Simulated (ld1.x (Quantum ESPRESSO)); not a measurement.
## Which change was made? (Yb, RRKJ)

```
Element                 : ytterbium
Generator               : ld1.x (Quantum ESPRESSO) 7.5
Type                    : norm-conserving RRKJ (Kleinman–Bylander form)
Functional              : PBE
Relativity              : scalar-relativistic
Frozen core             : [Kr] 4d10 5s2
Valence charge          : 22
Reference configuration : 4f14 5p6 5d0 6s2 6p0
Partial waves           : 5p (bound): rc 1.70 bohr; 5d (bound, empty): rc 2.65 bohr; 4f (bound): rc 1.15 bohr; 6s (bound): rc 2.35 bohr
Local potential         : the s channel
Core correction         : a·sin(br)/r model core, default radius (core density twice the valence density)
rho0                    : 0.01
```

Cutoffs, loose and tight: the cutoffs (Ry, on a coarse ladder) from which the occupation-weighted sum of valence levels, in a spherical-Bessel basis at the reference potential, stays within 10 and 1 mRy of its value at 400 Ry. They do not see the model core or the augmentation charge, which bear on the density cutoff. Test errors are all-electron minus pseudo excitation energies from the reference, over the configurations 4f14 5p6 5d0 6s1 6p0; 4f14 5p6 5d0 6s0 6p0; 4f13 5p6 5d0 6s0 6p0; 4f14 5p6 5d1 6s0 6p0; 4f14 5p6 5d0 6s1.5 6p0; 4f14 5p6 5d0 6s1 6p1; 4f14 5p5 5d0 6s2 6p0; variants that change the core or the reference have their own tests.

The base gives: outcome: generated; cutoff, loose: 230 Ry; cutoff, tight: over 300 Ry; bound ghosts: none; largest test error (meV): no test is counted, since the test run did not reproduce the reference configuration.

Q: After one change the result is: outcome: generated; cutoff, loose: 140 Ry; cutoff, tight: 230 Ry; bound ghosts: none; largest test error (meV): no test is counted, since the test run did not reproduce the reference configuration. Which change was it?
A. wave 4f (bound): rc 1.15 bohr becomes 4f (bound): rc 1.50 bohr
B. all radii but the core radius scaled by about 1.06 (s 2.48, p 1.80, d 2.80, f 1.22 bohr)
C. local potential the d channel

A: A. The others give: all radii but the core radius scaled by about 1.06 (s 2.48, p 1.80, d 2.80, f 1.22 bohr) → outcome: failed: the pseudo-atom did not reach self-consistency | local potential the d channel → outcome: failed: compute_chi: n is too large.
